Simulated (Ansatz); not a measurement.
Stepwise reaction of `[NH2][Ti]([NH2])([OH])[Cl]` with hydrogen fluoride, as a gas-phase model of exchange steps in deposition or etching. ΔE in kJ/mol; ΔG adds harmonic PBE0-D4 terms to CCSD(T)/CBS, at 1 bar.

Calculated with Ansatz (gas phase, PBE0-D4/def2-TZVP geometries, no zero-point term in ΔE). CBS: MP2 limit from def2 TZ/QZ plus the TZ coupled-cluster correction, frozen cores. This one scheme is used for every species. Functionals use def2-TZVPP. B3LYP here is the variant with VWN-RPA as its local correlation; programs differ in this. For Ti outer-core shells are correlated without core-valence functions, which leaves a few kJ/mol of doubt a bond. Scalar relativity is left out up to krypton. Each species was taken in one conformer, which may not be the lowest.

```
step                                                               reaction  PBE-D4  B3LYP-D4  ωB97M-V  CCSD(T)/CBS  ΔG(400 K)
   1  `[NH2][Ti]([NH2])([OH])[Cl]` + H–F → `[NH2][Ti]([OH])([F])[Cl]` + NH₃  -110.6    -109.8   -111.3        -96.9      -94.7
   2      `[NH2][Ti]([OH])([F])[Cl]` + H–F → `[OH][Ti]([F])([F])[Cl]` + NH₃   -98.7     -95.6    -97.1        -82.5      -76.5
```

**Question.** By hand: ΔE of the 2 steps together at CCSD(T)/CBS.

**Answer.** (-96.9) + (-82.5) = -179.4 kJ/mol, or -89.7 kJ/mol a step.

In ΔE each step is higher than the one before. All are downhill at CCSD(T)/CBS. ΔG lies between -94.7 and -76.5 kJ/mol a step. PBE-D4 differs from CCSD(T)/CBS by -16.2 to -13.7 kJ/mol a step. Only this route is followed, and other bonds may react first. Isolated molecules leave out the surface, adducts and barriers. Largest T1 diagnostic: 0.024.
